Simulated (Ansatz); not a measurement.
Computed with Ansatz on PBE0-D4/def2-TZVP structures; ΔE is electronic, products minus reactants. CCSD(T)/CBS is the MP2 limit (def2-TZVPP, def2-QZVPP) plus CCSD(T) − MP2 in def2-TZVPP, frozen cores. Functionals use def2-TZVPP. B3LYP here is the variant with VWN-RPA as its local correlation; programs differ in this. HSE06 is defined as in plane-wave codes. Elements past krypton have def2 core potentials. For Ge, I outer-core shells are correlated without core-valence functions, which leaves a few kJ/mol of doubt a bond. Scalar relativity is left out up to krypton. Each species was taken in one conformer, which may not be the lowest.

`O=C=[N][GeH]([F])[Cl]` + `BI` → `[F][GeH]([Cl])[I]` + `BN=C=O`  (redistribution)

```json
{"level": "LDA (SPW92)", "ΔE (kJ/mol)": "-84.8", "difference from CCSD(T)/CBS": "-20.8"}
{"level": "revPBE-D4", "ΔE (kJ/mol)": "-75.7", "difference from CCSD(T)/CBS": "-11.7"}
{"level": "BLYP-D4", "ΔE (kJ/mol)": "-83.2", "difference from CCSD(T)/CBS": "-19.2"}
{"level": "B97M-V", "ΔE (kJ/mol)": "-73.0", "difference from CCSD(T)/CBS": "-9.0"}
{"level": "HSE06-D4", "ΔE (kJ/mol)": "-77.0", "difference from CCSD(T)/CBS": "-13.0"}
{"level": "PBE", "ΔE (kJ/mol)": "-80.6", "difference from CCSD(T)/CBS": "-16.6"}
{"level": "revPBE", "ΔE (kJ/mol)": "-78.5", "difference from CCSD(T)/CBS": "-14.5"}
{"level": "BLYP", "ΔE (kJ/mol)": "-84.3", "difference from CCSD(T)/CBS": "-20.3"}
{"level": "B3LYP", "ΔE (kJ/mol)": "-81.5", "difference from CCSD(T)/CBS": "-17.5"}
{"level": "RPA@PBE/def2-TZVPP", "ΔE (kJ/mol)": "-49.4", "difference from CCSD(T)/CBS": "14.6"}
{"level": "HF/def2-SVP", "ΔE (kJ/mol)": "-72.4", "difference from CCSD(T)/CBS": "-8.4"}
{"level": "CCSD/def2-SVP", "ΔE (kJ/mol)": "-66.6", "difference from CCSD(T)/CBS": "-2.6"}
{"level": "CCSD(T)/def2-SVP", "ΔE (kJ/mol)": "-65.9", "difference from CCSD(T)/CBS": "-1.9"}
{"level": "HF/def2-TZVPP", "ΔE (kJ/mol)": "-66.3", "difference from CCSD(T)/CBS": "-2.3"}
{"level": "MP2/CBS(def2)", "ΔE (kJ/mol)": "-66.5", "difference from CCSD(T)/CBS": "-2.5"}
{"level": "CCSD/CBS(def2)", "ΔE (kJ/mol)": "-65.5", "difference from CCSD(T)/CBS": "-1.5"}
{"level": "CCSD(T)/CBS", "ΔE (kJ/mol)": "-64.0", "difference from CCSD(T)/CBS": "0"}
```

Largest T1 diagnostic among the species: 0.017.

From PBE to PBE0 (25 % exact exchange), in def2-TZVPP and without D4, ΔE moves by +3.6 kJ/mol. In def2-TZVPP, CCSD(T) changes the Hartree–Fock value by +10.6 kJ/mol (the triples alone add +1.4 kJ/mol) and MP2 by +8.1 kJ/mol. Leaving LDA and LC-ωPBE aside and taking each functional with its dispersion term where it has one, the values, not all of them listed here, spread over 16.9 kJ/mol, from BLYP-D4 to PBE-QIDH. LDA lies −4.2 kJ/mol from PBE without D4.
